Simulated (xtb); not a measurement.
Cl2Ni, triplet, geometry from GFN2-xTB (such geometries of metal compounds can be far from the true shape); xtb 6.7.1 with GFN1-xTB.

The xtb input:
```
$ xtb mol.xyz --gfn 1 --uhf 2 --ohess --json

# file mol.xyz
3

Ni     0.00000000     0.00000000     0.00000000
Cl     0.00000000     0.00000000     1.93482584
Cl    -0.00000000    -0.00000000    -1.93482584
```

Question: Predict the main parts of the log of this xtb run.

Answer: 
```
   ID    Z sym.   atoms
    1   28 Ni     1
    2   17 Cl     2, 3

           -------------------------------------------------
          |                Calculation Setup                |
           -------------------------------------------------

           -------------------------------------------------
          |                 G F N 1 - x T B                 |
           -------------------------------------------------

          ...................................................
          :                      SETUP                      :
          :.................................................:
          :  # basis functions                  30          :
          :  # atomic orbitals                  27          :
          :  # shells                            9          :
          :  # electrons                        24          :
          :  # halogen bonds                     0          :
          :  max. iterations                   250          :
          :  Hamiltonian                  GFN1-xTB          :
          :  restarted?                      false          :
          :  GBSA solvation                  false          :
          :  PC potential                    false          :
          :  electronic temp.          300.0000000     K    :
          :  accuracy                    1.0000000          :
          :  -> integral cutoff          0.2500000E+02      :
          :  -> integral neglect         0.1000000E-07      :
          :  -> SCF convergence          0.1000000E-05 Eh   :
          :  -> wf. convergence          0.2000000E-04 e    :
          :  Broyden damping             0.4000000          :
          :  net charge                          0          :
          :  unpaired electrons                  2          :
          ...................................................

 iter      E             dE          RMSdq      gap      omega  full diag
   1    -12.5900925 -0.125901E+02  0.115E+01    9.25       0.0  T
   2    -12.6171646 -0.270721E-01  0.619E+00    8.36       1.0  T
   3    -12.6437843 -0.266197E-01  0.394E+00    9.05       1.0  T
   4    -12.6477534 -0.396918E-02  0.502E-01    8.93       1.0  T
   5    -12.6482907 -0.537221E-03  0.532E-02    8.88       1.1  T
   6    -12.6482960 -0.528788E-05  0.222E-02    8.88       2.6  T
   7    -12.6482970 -0.107613E-05  0.204E-03    8.88      28.2  T
   8    -12.6482970 -0.521546E-08  0.116E-03    8.88      49.9  T
[...]
         :: total energy             -12.637190048678 Eh    ::
 * total energy  :   -12.6371900 Eh     change       -0.7105427E-14 Eh
   *** GEOMETRY OPTIMIZATION CONVERGED AFTER 1 ITERATIONS ***
         :: total energy             -12.637190048678 Eh    ::
[...]
          :  rotor cutoff                   50.0000000 cm⁻¹ :
          :  imag. cutoff                  -20.0000000 cm⁻¹ :
          :.................................................:

    mode    ω/cm⁻¹     T·S(HO)/kcal·mol⁻¹    T·S(FR)/kcal·mol⁻¹   T·S(vib)
   ------------------------------------------------------------------------
       1     96.78    -1.04891 ( 93.35%)    -0.86060 (  6.65%)    -1.03639
       2     96.78    -1.04891 ( 93.35%)    -0.86060 (  6.65%)    -1.03639
   ------------------------------------------------------------------------

   temp. (K)  partition function   enthalpy   heat capacity  entropy
                                   cal/mol     cal/K/mol   cal/K/mol   J/K/mol
 298.15  VIB   9.61                 1292.413      6.586      8.747
         ROT  0.163E+04              592.502      1.987     16.687
         INT  0.157E+05             1884.915      8.573     25.435
         TR   0.143E+28             1481.254      4.968     40.472
         TOT                        3366.1687    13.5414    65.9073   275.7561

       T/K    H(0)-H(T)+PV         H(T)/Eh          T*S/Eh         G(T)/Eh
   ------------------------------------------------------------------------
    298.15    0.536433E-02    0.775799E-02    0.313147E-01   -0.235567E-01
   ------------------------------------------------------------------------

         :::::::::::::::::::::::::::::::::::::::::::::::::::::
         ::                  THERMODYNAMIC                  ::
         :::::::::::::::::::::::::::::::::::::::::::::::::::::
         :: total free energy         -12.660746740242 Eh   ::
         ::.................................................::
         :: total energy              -12.637190048678 Eh   ::
         :: zero point energy           0.002393654667 Eh   ::
         :: G(RRHO) w/o ZPVE           -0.025950346231 Eh   ::
         :: G(RRHO) contrib.           -0.023556691564 Eh   ::
         :::::::::::::::::::::::::::::::::::::::::::::::::::::

optimized geometry written to: xtbopt.xyz

           -------------------------------------------------
          | TOTAL ENERGY              -12.637190048678 Eh   |
          | TOTAL ENTHALPY            -12.629432062770 Eh   |
          | TOTAL FREE ENERGY         -12.660746740242 Eh   |
          | GRADIENT NORM               0.000809769966 Eh/α |
          | HOMO-LUMO GAP               8.883961073835 eV   |
           -------------------------------------------------

normal termination of xtb
```
